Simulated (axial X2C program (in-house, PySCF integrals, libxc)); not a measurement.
## Worked dissociation energy of CaCl⁻: MP2, 2c

Computed with an in-house all-electron X2C program for linear molecules (integrals from PySCF). Two-component (2c) means X2C with spin–orbit coupling and atomic mean-field two-electron Coulomb and Gaunt terms. Basis: Ca dyall-acv3z [12s13p7d5f], Cl dyall-av3z [9s8p3d2f] (cores contracted in-house); Gaussian nuclei, density fitting, unrestricted open shells. Masses: Ca 39.963 u, Cl 34.969 u.

Molecular state: Ω = 0 (closed shell).

Correlated methods: 10 electrons correlated (number of frozen shells: Ca 3 s, 2 p; Cl 2 s, 1 p), 280 virtual spin orbitals or spinors in MP2.

| Property | Result |
| --- | --- |
| E(Ca) (2M_J = 0) | -679.522899 hartree |
| E(Cl-) (2M_J = 0) | -461.124891 hartree |
| E(CaCl⁻) at Re | -1140.714635 hartree |
| ωe | 279.2 cm⁻¹ |
| ωexe | 1.63 cm⁻¹ |

**Question.** Work out De and D0.

**Answer.** De = -679.522899 + (-461.124891) − (-1140.714635) = 0.06684 hartree = 1.819 eV. The zero-point energy is ωe/2 − ωexe/4 = 139 cm⁻¹ = 0.017 eV, so D0 = 1.802 eV.

One determinant describes the state; a PBE0 search over occupations chose it and may have missed a lower one. De is counted from the lowest determinant-based energies of the atoms at the same level, without counterpoise correction. The outer-core s and p shells of the metal are frozen in the correlated rows, which leaves out core–valence correlation; for alkali and alkaline-earth bonds that tends to lengthen them.

Each atomic determinant is the lowest at this level and need not be a pure J level. Totals compare only within one Hamiltonian and basis.
